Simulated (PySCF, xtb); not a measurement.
CH4Cl2Ge, SMILES [CH3][GeH]([Cl])[Cl].

GFN2-xTB run with xtb 6.7.1 at its own geometry gives an orbital gap of 6.96 eV and a dipole moment of 2.61 D.

Coordinates come from a PBE0-D3(BJ)/def2-SVP optimisation.

Task: What does PBE0/def2-TZVP (PySCF) give? (Estimate from the structure and the level; the computed values follow.)

Result: gap 8.35 eV (levels -8.74 and -0.39 eV), dipole 2.75 D.
